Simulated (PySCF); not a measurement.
Converging NaSb in the basis (PBE0)

PySCF, UKS reference; triplet, unpaired electrons π ↑↑; De to Na + Sb without counterpoise correction.

| basis | relativity | functions | Re (Å) | ωe (cm⁻¹) | De (eV) | μ (D) |
| --- | --- | --- | --- | --- | --- | --- |
| cc-pVDZ/cc-pVDZ-PP | scalar-relativistic core potentials | 41 | 2.929 | 204 | 1.18 | -6.47 |
| x2c-SVPall | spin-free X2C | 51 | 2.917 | 207 | 1.24 | -6.41 |
| aug-cc-pVDZ/aug-cc-pVDZ-PP | scalar-relativistic core potentials | 59 | 2.932 | 202 | 1.20 | -6.81 |

Q: How does each smaller set differ from the one with most functions, aug-cc-pVDZ/aug-cc-pVDZ-PP?

A: cc-pVDZ/cc-pVDZ-PP: -0.3 pm, +1.0 % in ωe, -0.02 eV in De; x2c-SVPall: -1.5 pm, +2.5 % in ωe, +0.04 eV in De. All at PBE0; the set with most functions is neither the basis-set limit nor always the best. The rows treat relativity differently, so the differences are not basis effects alone.

A positive dipole means Na(−)Sb(+). Spin–orbit coupling is left out, which matters for elements this heavy, above all for dissociation energies. The state is the lowest determinant that a PBE0 search found; another state may lie lower at other levels.
